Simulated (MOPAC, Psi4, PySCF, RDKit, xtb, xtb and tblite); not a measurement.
Two geometries of SMILES OCS, relaxed at GFN2-xTB with one dihedral held; other torsions can differ between them too.

Structure A

```
7

O     -0.8920     0.7449     0.4971
C     -0.3146    -0.4076     0.0080
S      1.3650    -0.1288    -0.7227
H     -1.0118     1.3848    -0.2152
H     -0.9018    -0.8594    -0.8002
H     -0.2130    -1.1066     0.8349
H      2.0782    -0.5455     0.3157
```

Structure B

```
7

O     -0.9077     0.7480     0.4976
C     -0.3146    -0.3984     0.0107
S      1.3552    -0.1060    -0.7197
H     -1.0419     1.3815    -0.2182
H     -0.8894    -0.8619    -0.7994
H     -0.2074    -1.0949     0.8405
H      2.0253    -0.0689     0.4267
```

Question: Which is lower in energy at the level DF-MP2 (frozen core)/cc-pVTZ // GFN2-xTB in Psi4 1.11, and by how much?

Answer: B is lower, by 6.18 kJ/mol (dihedral O1–C2–S3–H7: 100° in A, 80° in B).

E(B) − E(A) in kJ/mol at the other levels, on the same two geometries: GFN2-xTB (xtb and tblite) -3.91; MMFF94 // GFN2-xTB (RDKit) -3.87; PBE/def2-TZVP // GFN2-xTB (Psi4) -6.01; PBE-D3(BJ)/def2-TZVP // GFN2-xTB (Psi4) -6.05; M06-2X/def2-TZVP // GFN2-xTB (Psi4) -6.11; HF/cc-pVTZ // GFN2-xTB (Psi4) -5.98; UFF // GFN2-xTB (RDKit) -3.09; PM6, restricted, heats of formation // GFN2-xTB (MOPAC) -3.72; PM3, restricted, heats of formation // GFN2-xTB (MOPAC) -3.31; GFN1-xTB // GFN2-xTB (xtb) -4.25; restricted B3LYP/6-31G*, spherical d // GFN2-xTB (PySCF) -6.51; restricted MP2 (frozen core)/3-21G // GFN2-xTB (PySCF) -6.65; restricted Hartree-Fock/6-31G*, spherical d // GFN2-xTB (PySCF) -6.68; restricted B3LYP/LANL2DZ, with its core potentials past Ne // GFN2-xTB (PySCF) -6.39.
